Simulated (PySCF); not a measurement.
A calculated (B2PLYP, PySCF 2.14, dyall-av2z, the non-relativistic Hamiltonian (point nucleus)) atom or ion has these occupied shells.

```
shell  electrons  orbital energy (eV)  rms radius, mean of both spins (bohr)
 1s α          1              -5951.5                                 0.0743
 1s β          1              -5951.4                                 0.0743
 2s α          1              -719.29                                  0.320
 2s β          1              -717.39                                  0.320
 2p α          3              -614.04                                  0.289
 2p β          3              -612.36                                  0.289
 3s α          1              -113.38                                  0.961
 3s β          1              -108.08                                  0.961
 3p α          3              -82.400                                   1.02
 3p β          3              -76.550                                   1.02
 3d α          3              -35.720                                   1.24
 4s α          1              -22.723                                   2.88
```

Problem. Name the element and its charge.

Solution. Cr²⁺ (chromium, charge +2), in [Ar] 3d3 4s1, high-spin 5F determinant (an excited configuration).
